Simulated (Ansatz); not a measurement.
Computed with Ansatz on PBE0-D4/def2-TZVP structures; ΔE is electronic, products minus reactants. CCSD(T)/CBS adds triple-zeta CCSD(T) − MP2 to the extrapolated MP2 energy (def2 sets, frozen cores). This one scheme is used for every species. DFT in def2-TZVPP. B3LYP here is the variant with VWN-RPA as its local correlation; programs differ in this. One conformer a species, not always the lowest.

Consider the formal hydrolysis of a C–S bond: `NC(S)O[SiH3]` + H₂O → `NC(O)O[SiH3]` + H₂S.

`NC(S)O[SiH3]`:

Cartesian coordinates in Å:
```
N -0.964 0.988 -0.217
C -0.692 -0.204 0.523
S -2.049 -1.423 0.319
O 0.505 -0.781 0.113
Si 1.740 0.171 -0.468
H -1.348 0.792 -1.133
H -1.570 1.625 0.279
H -0.630 0.059 1.584
H -1.411 -2.452 0.900
H 1.482 0.690 -1.834
H 2.891 -0.762 -0.516
H 2.047 1.298 0.449
```

H₂O:

Z-matrix (Å, degrees):
```
O
H 1 0.960
H 1 0.960 2 105.1
```

`NC(O)O[SiH3]`:

```xyz
12

N     0.926   -1.474    1.049
C     0.425   -0.207    0.641
O    -0.850   -0.003    1.179
O     0.292   -0.094   -0.745
Si   -0.656    1.056   -1.469
H     0.390   -2.210    0.601
H     1.897   -1.579    0.787
H     1.125    0.566    0.992
H    -0.811   -0.246    2.109
H    -0.423    2.388   -0.849
H    -0.213    1.073   -2.884
H    -2.102    0.730   -1.411
```

H₂S:

Z-matrix (Å, degrees):
```
S
H 1 1.341
H 1 1.341 2 92.3
```

| level | ΔE (kJ/mol) | difference from CCSD(T)/CBS |
| --- | --- | --- |
| PBE-D4 | -4.7 | 1.4 |
| r2SCAN-D4 | -13.0 | -6.9 |
| PBE0-D4 | -8.7 | -2.6 |
| B3LYP-D4 | -10.5 | -4.4 |
| ωB97X-V | -16.7 | -10.6 |
| ωB97M-V | -13.9 | -7.8 |
| B2PLYP | -14.6 | -8.5 |
| PBE | -9.4 | -3.3 |
| r2SCAN | -14.2 | -8.1 |
| PBE0 | -12.9 | -6.8 |
| B3LYP | -18.4 | -12.3 |
| HF/def2-TZVPP | -34.3 | -28.2 |
| MP2/def2-TZVPP | -5.6 | 0.5 |
| SCS-MP2/def2-TZVPP | -11.2 | -5.1 |
| CCSD/def2-TZVPP | -17.3 | -11.2 |
| CCSD(T)/def2-TZVPP | -13.5 | -7.4 |
| HF/def2-QZVPP | -33.5 | -27.4 |
| MP2/def2-QZVPP | -1.1 | 5.0 |
| SCS-MP2/def2-QZVPP | -6.8 | -0.7 |
| HF/CBS(def2) | -33.4 | -27.3 |
| MP2/CBS(def2) | 1.7 | 7.8 |
| CCSD/CBS(def2) | -9.9 | -3.8 |
| CCSD(T)/CBS | -6.1 | 0 |

Largest T1 diagnostic among the species: 0.012.

From PBE to PBE0 (25 % exact exchange), in def2-TZVPP and without D4, ΔE moves by −3.5 kJ/mol. In def2-TZVPP, CCSD(T) changes the Hartree–Fock value by +20.8 kJ/mol (the triples alone add +3.8 kJ/mol) and MP2 by +28.7 kJ/mol.
